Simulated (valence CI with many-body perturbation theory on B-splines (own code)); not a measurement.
## Os IV: electric-dipole lines

Level of theory: relativistic CI+MBPT: five valence electrons over a frozen Dirac-Fock core [Xe] 4f14, radial functions for each j: 7 s, 7 p, 8 d, 6 f, 4 g, 1 h, with the one-electron correlation potential Σ1, the two-electron term Σ2, the three-electron term Σ3, Breit, model QED; selected CI, second order for the rest, scaled by the run's own slope (own B-spline code, finite nucleus).

No measured spectrum was set against this ion. As an estimate, terms of the open shell hold to 2 to 4 % of their energy, and close levels can change places; different configurations can be misplaced against each other by 1,000 to 8,000 cm⁻¹. Among the levels kept, up to 2400 cm⁻¹ of a level comes from second order outside the variational space, and about a tenth of that is noise between levels of different J, which matters for small intervals.

Lines 351 to 400 of 548 in falling wavelength, among levels below 153583 cm⁻¹, chosen from the strongest by gf and those to the six lowest levels. Wavelengths and rates use the calculated energies, so an error of 2000 cm⁻¹ moves a line at 91.39 nm by 1.8 % and its rate by three times that or more. Electric multipoles are in the length gauge, E1 and E2 with the static RPA response of the core. Weak lines are less certain than strong ones. Lines between different terms over intervals too small for the method are left out, as are lines whose strength nearly cancels. Where a level lies close to another of its J and parity, the split of strength between their lines is uncertain. The highest levels of a list are the least certain.

Names give the largest LS component (configuration and term), which can be under half, so a name can repeat, a term be missing and a line seem to break the LS rules; names also repeat where a configuration has a term twice. Letters in brackets count levels of one name in rising energy.

| λ vac (nm) | Upper | Lower | A (s⁻¹) | S (a.u.) |
| --- | --- | --- | --- | --- |
| 91.39 | 5d4 6p 6F°_7/2 [b] | 5d5 4G_5/2 [a] | 2.14e+08 | 6.43e-01 |
| 91.24 | 5d4 6p 2I°_13/2 [a] | 5d5 4G_11/2 | 2.89e+08 | 1.52e+00 |
| 91.22 | 5d4 6p 4D°_3/2 [b] | 5d5 4G_5/2 [b] | 1.90e+08 | 2.85e-01 |
| 91.18 | 5d4 6p 2F°_7/2 [a] | 5d5 4D_5/2 | 2.02e+08 | 6.05e-01 |
| 91.13 | 5d4 6p 4F°_7/2 [a] | 5d5 4G_9/2 | 4.74e+08 | 1.42e+00 |
| 91.11 | 5d4 6p 4H°_9/2 [a] | 5d5 4G_7/2 | 3.91e+08 | 1.46e+00 |
| 91.02 | 5d4 6p 4H°_11/2 [b] | 5d5 2I_11/2 | 2.01e+08 | 8.99e-01 |
| 90.91 | 5d4 6p 4D°_5/2 [c] | 5d5 4D_3/2 [b] | 3.14e+08 | 6.98e-01 |
| 90.87 | 5d4 6p 4F°_9/2 [f] | 5d5 2F_7/2 [c] | 2.38e+08 | 8.82e-01 |
| 90.74 | 5d4 6p 4G°_5/2 [b] | 5d5 4G_5/2 [b] | 4.89e+07 | 1.08e-01 |
| 90.58 | 5d4 6p 4F°_7/2 [a] | 5d5 4G_5/2 [b] | 2.70e+07 | 7.93e-02 |
| 90.57 | 5d4 6p 4G°_5/2 [d] | 5d5 4F_3/2 | 2.72e+08 | 5.99e-01 |
| 90.56 | 5d4 6p 4F°_3/2 [c] | 5d5 4F_3/2 | 6.86e+08 | 1.01e+00 |
| 90.43 | 5d4 6p 4D°_3/2 [a] | 5d5 4G_5/2 [a] | 1.36e+08 | 1.98e-01 |
| 90.34 | 5d4 6p 2F°_5/2 [c] | 5d5 2F_7/2 [c] | 2.61e+08 | 5.71e-01 |
| 90.34 | 5d4 6p 4G°_5/2 [b] | 5d5 4D_3/2 [a] | 3.07e+08 | 6.70e-01 |
| 90.34 | 5d4 6p 4P°_1/2 [b] | 5d5 4D_3/2 [a] | 1.62e+09 | 1.18e+00 |
| 90.22 | 5d4 6p 4F°_9/2 [c] | 5d5 4D_7/2 | 1.46e+08 | 5.27e-01 |
| 90.11 | 5d4 6p 4D°_3/2 [d] | 5d5 4D_5/2 | 4.83e+08 | 6.97e-01 |
| 90.07 | 5d4 6p 4D°_1/2 [b] | 5d5 4D_3/2 [a] | 1.23e+08 | 8.86e-02 |
| 89.89 | 5d4 6p 2F°_7/2 [c] | 5d5 2H_9/2 | 3.23e+08 | 9.26e-01 |
| 89.84 | 5d4 6p 4G°_5/2 [b] | 5d5 4G_7/2 | 4.24e+07 | 9.10e-02 |
| 89.83 | 5d4 6p 6D°_3/2 | 5d5 4G_5/2 [a] | 3.75e+08 | 5.36e-01 |
| 89.81 | 5d4 6p 2K°_13/2 | 5d5 2I_11/2 | 1.25e+08 | 6.26e-01 |
| 89.71 | 5d4 6p 2F°_5/2 [c] | 5d5 2D_3/2 [a] | 3.10e+08 | 6.63e-01 |
| 89.70 | 5d4 6p 4H°_7/2 [b] | 5d5 4G_5/2 [a] | 2.76e+08 | 7.86e-01 |
| 89.62 | 5d4 6p 2G°_7/2 [b] | 5d5 2F_7/2 [a] | 7.20e+08 | 2.05e+00 |
| 89.52 | 5d4 6p 4D°_7/2 [d] | 5d5 2F_5/2 [b] | 2.44e+08 | 6.91e-01 |
| 89.42 | 5d4 6p 4G°_9/2 [d] | 5d5 2H_9/2 | 1.71e+08 | 6.03e-01 |
| 89.24 | 5d4 6p 4D°_5/2 [a] | 5d5 4G_5/2 [b] | 1.07e+08 | 2.25e-01 |
| 89.18 | 5d4 6p 4P°_3/2 [a] | 5d5 6S_5/2 | 3.32e+08 | 4.65e-01 |
| 89.17 | 5d4 6p 4P°_5/2 [b] | 5d5 2F_7/2 [a] | 2.43e+08 | 5.09e-01 |
| 89.08 | 5d4 6p 4F°_5/2 [a] | 5d5 4G_5/2 [a] | 3.29e+08 | 6.89e-01 |
| 89.08 | 5d4 6p 4D°_3/2 [c] | 5d5 4D_3/2 [a] | 2.28e+08 | 3.18e-01 |
| 89.02 | 5d4 6p 4G°_11/2 [a] | 5d5 4G_9/2 | 3.66e+08 | 1.53e+00 |
| 88.85 | 5d4 6p 4D°_5/2 [a] | 5d5 4D_3/2 [a] | 3.77e+08 | 7.82e-01 |
| 88.82 | 5d4 6p 4H°_9/2 [b] | 5d5 4G_7/2 | 5.62e+07 | 1.95e-01 |
| 88.67 | 5d4 6p 4F°_7/2 [b] | 5d5 4G_5/2 [b] | 7.21e+08 | 1.98e+00 |
| 88.59 | 5d4 6p 2D°_3/2 [a] | 5d5 4D_3/2 [b] | 9.65e+08 | 1.32e+00 |
| 88.52 | 5d4 6p 4G°_11/2 [a] | 5d5 4G_11/2 | 9.06e+08 | 3.72e+00 |
| 88.46 | 5d4 6p 4G°_5/2 [c] | 5d5 4D_5/2 | 2.48e+08 | 5.08e-01 |
| 88.44 | 5d4 6p 2G°_7/2 [c] | 5d5 2G_9/2 [a] | 3.48e+08 | 9.52e-01 |
| 88.40 | 5d4 6p 4D°_5/2 [b] | 5d5 4G_5/2 [b] | 2.99e+07 | 6.12e-02 |
| 88.40 | 5d4 6p 4F°_3/2 [b] | 5d5 4D_1/2 | 4.90e+08 | 6.69e-01 |
| 88.37 | 5d4 6p 4D°_5/2 [a] | 5d5 4G_7/2 | 2.64e+08 | 5.39e-01 |
| 88.37 | 5d4 6p 4G°_5/2 [e] | 5d5 2F_5/2 [a] | 4.96e+08 | 1.01e+00 |
| 88.33 | 5d4 6p 4P°_3/2 [b] | 5d5 4P_1/2 | 3.81e+08 | 5.19e-01 |
| 88.12 | 5d4 6p 2I°_13/2 [b] | 5d5 2I_13/2 | 1.56e+09 | 7.39e+00 |
| 88.03 | 5d4 6p 4D°_7/2 [d] | 5d5 2H_9/2 | 4.82e+08 | 1.30e+00 |
| 88.02 | 5d4 6p 4D°_5/2 [b] | 5d5 4D_3/2 [a] | 7.21e+07 | 1.46e-01 |
